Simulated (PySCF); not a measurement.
Job file and geometry (Å, from GFN2-xTB) of an NMR shielding run on SMILES C[SiH2][SiH2]NCC(F)(F)F, C$_{3}$H$_{10}$F$_{3}$NSi$_{2}$, PySCF, GIAO PBE0/pcSseg-1 NMR shielding, non-relativistic, gas phase; density fitting, a coarse starting grid and PySCF grid level 2 are the driver's defaults:

```
$ OMP_NUM_THREADS=1 python probes_run.py task.json out

{"job": {"kind": "nmr", "xc": "PBE0", "basis": "pcSseg-1"}, "charge": 0, "multiplicity": 1}
C      3.684629     0.356728     0.244624
Si     2.152829    -0.756211     0.373760
Si     0.296592     0.476898    -0.219173
N     -0.995730    -0.680242    -0.249616
C     -2.286270    -0.379300    -0.778223
C     -3.177982     0.363850     0.216140
F     -3.242901    -0.268934     1.398904
F     -2.747027     1.605575     0.472796
F     -4.440885     0.479564    -0.225764
H      4.594147    -0.193615     0.464076
H      3.786734     0.775031    -0.752790
H      3.628985     1.187624     0.942140
H      2.393241    -1.936080    -0.472664
H      2.104144    -1.281193     1.750382
H      0.023425     1.644648     0.637881
H      0.265460     0.993936    -1.596216
H     -1.049218    -1.348654     0.504249
H     -2.176508     0.261772    -1.654924
H     -2.823468    -1.292148    -1.063044
```

Task: Write the output of this run.

Result: 
```
coarse grid: 17032 points
cycle   1  E = -1052.6142387671  dE =  9.784e-01  |g| = 9.431e-01  |ddm| = 3.778e+00
cycle   2  E = -1052.4688727094  dE =  1.454e-01  |g| = 1.364e+00  |ddm| = 1.216e+00
cycle   3  E = -1052.7722709233  dE = -3.034e-01  |g| = 6.179e-02  |ddm| = 7.248e-01
cycle   4  E = -1052.7727463035  dE = -4.754e-04  |g| = 3.828e-02  |ddm| = 6.816e-02
cycle   5  E = -1052.7730817796  dE = -3.355e-04  |g| = 5.443e-03  |ddm| = 3.193e-02
cycle   6  E = -1052.7730883861  dE = -6.607e-06  |g| = 1.563e-03  |ddm| = 5.757e-03
final grid: 157000 points
cycle   7  E = -1052.8408038256  dE = -4.772e-05  |g| = 8.122e-03  |ddm| = 2.467e-02
cycle   8  E = -1052.8407950810  dE =  8.745e-06  |g| = 1.065e-02  |ddm| = 1.369e-02
cycle   9  E = -1052.8408182350  dE = -2.315e-05  |g| = 7.309e-04  |ddm| = 7.510e-03
cycle  10  E = -1052.8408183143  dE = -7.925e-08  |g| = 2.670e-04  |ddm| = 7.132e-04
cycle  11  E = -1052.8408183277  dE = -1.341e-08  |g| = 7.320e-05  |ddm| = 2.506e-04
cycle  12  E = -1052.8408183289  dE = -1.254e-09  |g| = 1.658e-05  |ddm| = 8.781e-05
cycle  13  E = -1052.8408183290  dE = -6.048e-11  |g| = 5.921e-06  |ddm| = 1.782e-05
converged SCF energy = -1052.8408183290

GIAO shielding tensors (ppm)
atom      isotropic    diamagn.    paramagn.     s11        s22        s33       span
  0 C      198.062     251.776     -53.715    191.612    199.444    203.129     11.517
  1 Si     430.110     882.190    -452.080    400.435    419.031    470.864     70.429
  2 Si     391.476     883.294    -491.818    346.358    353.871    474.200    127.843
  3 N      255.858     327.461     -71.603    220.040    253.794    293.740     73.700
  4 C      132.567     243.234    -110.668    110.959    132.961    153.780     42.821
  5 C       51.383     246.811    -195.429     45.665     51.597     56.886     11.221
  6 F      267.659     475.539    -207.880    179.246    273.403    350.328    171.082
  7 F      257.258     477.229    -219.972    180.946    253.093    337.734    156.787
  8 F      258.895     465.481    -206.586    170.764    261.447    344.474    173.710
  9 H       31.356      26.967       4.389     26.211     28.093     39.763     13.551
 10 H       31.743      30.377       1.366     26.753     29.615     38.862     12.110
 11 H       31.727      30.493       1.234     26.820     29.442     38.920     12.101
 12 H       27.711      31.002      -3.291     24.043     26.453     32.637      8.595
 13 H       27.714      31.284      -3.570     24.129     26.611     32.401      8.271
 14 H       26.510      32.052      -5.543     21.671     27.147     30.711      9.041
 15 H       26.993      32.027      -5.034     23.894     26.050     31.036      7.142
 16 H       31.694      36.444      -4.750     22.216     31.563     41.303     19.087
 17 H       28.562      29.181      -0.618     24.387     28.766     32.533      8.146
 18 H       28.101      27.090       1.011     22.497     27.895     33.910     11.413
```

Size and cost of the density-fitted run: 217 basis functions, 47 s wall time on 1 thread of an Arm Neoverse V1, shared host; peak memory 0.96 GiB.
